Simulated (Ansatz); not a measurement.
CH4OS2Se, SMILES `OC(S)(S)[SeH]`, 9 atoms. Charge 0, multiplicity 1. Correlated methods include outer-core shells of Se, which these sets cover unevenly. Scalar relativity is left out up to krypton. All runs use 4 threads of a server CPU on a shared host. Correlated methods freeze the cores.

Give the basis size and wall time and peak host memory of each of these runs in Ansatz. direct RPA on PBE orbitals/def2-TZVPP energy; RKS PBE0-D4/def2-TZVP frequencies; RKS ωB97M-V/def2-SVP energy; RHF-MP2/def2-QZVPP energy; RKS PBE0-D4/def2-QZVPP energy; RKS PBE0-D4/def2-TZVP relaxation (11 steps); RKS r2SCANh-D4/def2-TZVPP energy; RKS BLYP-D4/def2-TZVPP energy; RHF-CCSD(T)/def2-SVP energy; RKS PBE0-D4/def2-SVP energy; RKS ωB97M-V/def2-QZVPP energy; RKS B3LYP-D4/def2-TZVPP energy and forces. (Estimate.)

Computed: Other jobs shared the machine, so times are rough.

| level | job | functions | wall time | peak host memory (GiB) |
| --- | --- | --- | --- | --- |
| RKS PBE0-D4/def2-SVP | energy | 116 | 5.5 s | 0.28 |
| RKS ωB97M-V/def2-SVP | energy | 116 | 13 s | 0.41 |
| RKS BLYP-D4/def2-TZVPP | energy | 250 | 13 s | 0.39 |
| RKS r2SCANh-D4/def2-TZVPP | energy | 250 | 21 s | 0.94 |
| direct RPA on PBE orbitals/def2-TZVPP | energy | 250 | 21 s | 0.63 |
| RKS B3LYP-D4/def2-TZVPP | energy and forces | 250 | 24 s | 0.93 |
| RHF-CCSD(T)/def2-SVP | energy | 116 | 29 s | 0.58 |
| RKS PBE0-D4/def2-QZVPP | energy | 463 | 31 s | 2.2 |
| RKS ωB97M-V/def2-QZVPP | energy | 463 | 58 s | 2.6 |
| RHF-MP2/def2-QZVPP | energy | 463 | 85 s | 3 |
| RKS PBE0-D4/def2-TZVP | relaxation (11 steps) | 208 | 4.4 min | 0.72 |
| RKS PBE0-D4/def2-TZVP | frequencies | 208 | 8.5 min | 0.72 |

B3LYP here is the variant with VWN-RPA as its local correlation; programs differ in this.
